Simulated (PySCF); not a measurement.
## Electric field gradients and quadrupole coupling constants

Compound: C5H4F2O2.
Structure used (GFN2-xTB), in Å, numbered top down from 1:
```
atom  x, y, z in Å
O1     2.8916    0.8749    0.0361
C2     1.9734    0.1460   -0.1764
C3     0.6923    0.0949    0.6609
O4     0.0719   -1.1747    0.5716
C5    -1.1665   -1.0977   -0.1197
C6    -1.3668    0.3665   -0.3642
F7    -2.4716    0.8194   -0.9511
C8    -0.3276    1.0512    0.0958
F9    -0.1139    2.3619    0.0864
H10    1.9527   -0.5725   -1.0154
H11    0.9388    0.3250    1.7071
H12   -1.1190   -1.6705   -1.0563
H13   -1.9596   -1.5239    0.5074
```

Field gradients from the PBE0/pcSseg-1 density (PySCF, non-relativistic), principal values in atomic units, ordered |Vxx| ≤ |Vyy| ≤ |Vzz|:

| atom | Vxx | Vyy | Vzz |
| --- | --- | --- | --- |
| O1 | 0.3650 | 1.6769 | -2.0419 |
| O4 | 0.0214 | 2.0967 | -2.1181 |

Problem. Find the asymmetry η = (Vxx − Vyy)/Vzz and the couplings χ = eQV/h (234.96 MHz × Q in barn × V in au), with Q(17O) = −0.0256 b.

Solution. 
```
atom          environment  nucleus     η  χzz (MHz)  χxx (MHz)  χyy (MHz)
  O1      aldehyde oxygen      17O  0.64      12.28      -2.20     -10.09
  O4  cyclic ether oxygen      17O  0.98      12.74      -0.13     -12.61
```

At O4 η is above 0.9: Vyy and Vzz are nearly equal in size and opposite in sign, so a small change could swap them and flip the sign of χzz. The tensor is traceless: Vxx + Vyy + Vzz = 0.

Problem. What is Vzz at O1 in SI units (1 au = 9.71736 × 10²¹ V/m²)?

Solution. -2.0419 au = -19.842 × 10²¹ V/m².

Were the hydrogens deuterons (Q(2H) = 0.00286 b), χzz would run from 183 kHz (H10) to 191 kHz (H13).

Isolated species at its GFN2-xTB geometry (one conformer only). GFN2-xTB bond lengths can be off by several hundredths of an ångström, more for odd bonds, and the gradients follow them. A larger basis could move these couplings by a tenth or more.
